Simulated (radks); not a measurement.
Results of a calculation; reference values are marked as such.
Ionisation of the aluminium ion Al+, [Ne] 3s2, to Al2+, [Ne] 3s1, under several functionals. Scalar-relativistic Kohn-Sham, spin-polarised, spherical densities, finite nucleus; open shells are filled with parallel spins first; a radial shooting solver on a logarithmic mesh with Libxc functionals.

functional    E(Al+) (hartree)  Exc (hartree)  IE (eV)  -e(HOMO) (eV)  <r> HOMO (bohr)  IE error (eV)
Wu-Cohen GGA        -242.25955      -18.02638   18.620         14.801            2.374         -0.208
PBEsol              -241.98520      -17.73921   18.668         14.774            2.378         -0.161
BP86                -242.62724      -18.40475   18.881         14.941            2.371         +0.053
RPBE                -242.59038      -18.36728   18.774         14.762            2.388         -0.054
OLYP                -242.61570      -18.40924   18.664         14.583            2.397         -0.164
BLYP                -242.62868      -18.40510   18.856         14.720            2.371         +0.028

NIST Atomic Spectra Database: 18.829 eV (measured). Closest: BLYP. The Delta-SCF values span 0.26 eV, the total energies 0.64 hartree. The highest occupied level is 3s.
